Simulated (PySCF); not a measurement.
Level of theory: PySCF, PBE0, basis Ce def2-TZVP with ECP28, H def2-TZVP (scalar-relativistic core potentials, no spin–orbit coupling, density fitting).

Each entry is the lowest minimum that a search over a few typed start shapes (and spin states, where more than one is plausible) found, or that minimum re-optimised at the stated level; isomers with ligand–ligand bonds, or fragments after loss of a ligand pair, can lie lower. Open shells are unrestricted.

CeH2 is a triplet of C2v symmetry with Ce–H 2.031 Å (×2); H–Ce–H 111.9°. Its wavenumbers are 454, 1380, 1414 cm⁻¹.

Task: What changes when one electron is removed, giving CeH₂⁺?

Result: It costs 5.70 eV between the minima (5.72 eV with zero-point energy). CeH₂⁺ is a doublet of C2v symmetry with Ce–H 1.955 Å (×2); H–Ce–H 112.8°; wavenumbers 509, 1563, 1606 cm⁻¹.

The spin densities have lower symmetry than the nuclear frame, so modes carry no symmetry labels. With open d or f shells other occupations or spin states may lie lower. The pruned grid is coarse for the open f shell: energies are uncertain by about 2 kJ/mol and soft modes are noisy. No spin–orbit coupling is included, which matters more the heavier the element.
